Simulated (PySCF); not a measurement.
Species: C6H6F (doublet state).
Structure used (GFN2-xTB), in Å, numbered top down from 1:
```xyz
13
C6H6F angstrom
F     -0.5225    0.1528   -2.2820
C     -0.1961    0.2668   -0.9538
C     -1.2399    0.6507    0.0169
C     -0.9042   -0.4415    0.9641
C      0.2036   -0.9125   -0.0148
C      1.4974   -0.1694    0.1799
C      1.1730    0.8396   -0.6273
H     -1.9168    1.4781    0.0567
H     -1.7058   -1.1745    1.0908
H     -0.5600   -0.1435    1.9583
H      0.2148   -1.9498   -0.3243
H      2.3286   -0.3674    0.8303
H      1.6234    1.7711   -0.9126
```

Identity: `F[C@@]12[C@@H](C=C1)C[CH]2` [radical].

Computed with UKS B3LYP, pcH-1 on C F H, non-relativistic, mean-field spin-orbit, GIAO (PySCF). Isolated species at its GFN2-xTB geometry, gas phase. A GFN2-xTB geometry isn't a minimum of the functional, and hyperfine couplings can be far from their values at a DFT geometry. The SCF solution wasn't tested for stability.

Give the principal g shifts and their parts.

| Δg (ppm) | 1 | 2 | 3 |
| --- | --- | --- | --- |
| relativistic mass correction | -148 | -148 | -148 |
| gauge correction | 14 | 38 | 28 |
| orbital Zeeman/spin–orbit | -13 | 303 | 658 |
| total | -147 | 193 | 538 |

So g = 2.00217, 2.00251, 2.00286 and g_iso = 2.00251; the tensor is rhombic: the two nearest values differ by 50 % of g3 − g1. Axes: g3 points within 15° of the C2–C3 bond.

Average each term over the three axes. Which is largest in size?

The orbital-Zeeman/spin–orbit term 316, the mass correction -148 and the gauge correction 27 ppm, for a total of 195 ppm. The orbital-Zeeman/spin–orbit term is the largest in size. The mass correction is the same along every axis, so the anisotropy comes from the other two: their spans along these axes are 24 (gauge) and 671 ppm (orbital Zeeman/spin–orbit).

At 33.903 GHz, how far is the centre of the isotropic spectrum from where a free electron (g = 2.002319) resonates?

B = hν/(g μB) with μB/h = 13.99624 MHz/mT gives 1209.74 mT for the free electron and 1209.63 mT at g_iso, 0.12 mT lower.

What effective moment and Curie constant follow for a powder?

With the mean of g² = 4.0101 and S(S+1) = 0.75: μ_eff = √(⟨g²⟩S(S+1)) = 1.734 μB and χT = 0.12505·⟨g²⟩·S(S+1) = 0.376 cm³ K/mol (cgs; spin-Hamiltonian part alone).

In a frozen sample, at which fields do the three g values resonate at 9.5, 34, 94 and 263 GHz (hyperfine left aside), and which band first spreads them over more than twice a line width of 0.5 mT?

| band | GHz | B(g3) mT | B(g2) mT | B(g1) mT | spread mT |
| --- | --- | --- | --- | --- | --- |
| X | 9.5 | 338.89 | 338.95 | 339.01 | 0.12 |
| Q | 34.0 | 1212.88 | 1213.09 | 1213.29 | 0.42 |
| W | 94.0 | 3353.25 | 3353.83 | 3354.40 | 1.15 |
| J | 263.0 | 9381.97 | 9383.59 | 9385.18 | 3.21 |

The spread grows in proportion to the frequency. W band is the first where it exceeds 1.0 mT.

Largest spin populations (Mulliken): C3 (+0.98), C4 (-0.08) and C6 (+0.07). C3 is the only atom above +0.15. The positive populations add up to 1.17 and the negative ones to -0.17, together 2S = 1. The angles at C3 add up to 359.7°, so it is planar; its axial dipolar tensor and the negative coupling of its proton fit spin in a p orbital normal to that plane.

The HOMO–LUMO gaps are 5.54 eV among the α and 5.06 eV among the β orbitals.
